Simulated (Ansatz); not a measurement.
A series at Hf: from `[SH][Hf]([SH])([SH])[SH]`, ligands are replaced one by one, each step taking up HCl and setting free H₂S; n counts the steps. Ansatz, PBE0-D4/def2-TZVP geometries. Each molecule was computed in one conformer, which needn't be the lowest.

| n | molecule | zero-point energy, PBE0-D4/def2-TZVP (kJ/mol) |
| --- | --- | --- |
| 0 | `[SH][Hf]([SH])([SH])[SH]` | ? |
| 1 | `[SH][Hf]([SH])([SH])[Cl]` | 71.4 |
| 2 | `[SH][Hf]([SH])([Cl])[Cl]` | 51.6 |
| 3 | `[SH][Hf]([Cl])([Cl])[Cl]` | 31.7 |
| 4 | `[Cl][Hf]([Cl])([Cl])[Cl]` | 12.4 |

Q: By hand: fit a straight line y = ȳ + b (n − n̄) to the 4 given rows and predict n = 0.

A: n̄ = 2.500, ȳ = 41.77; Σ(n − n̄)(y − ȳ) = -98.45, Σ(n − n̄)² = 5.000, so b = -19.69 kJ/mol a step. Prediction: 41.77 + (-19.69) × (-2.500) = 91.0 kJ/mol.

Q: By hand: compare with the computed value, 90.5 kJ/mol, and give the steps along the whole series.

A: The line misses by -0.5 kJ/mol (computed minus predicted). Steps: -19.1, -19.8, -19.9, -19.3 kJ/mol.

The steps differ by at most 0.8 kJ/mol, 4.1 % of a mean step, so the ligands' effects nearly add and a line is close. The miss is 0.6 % of the series' range.
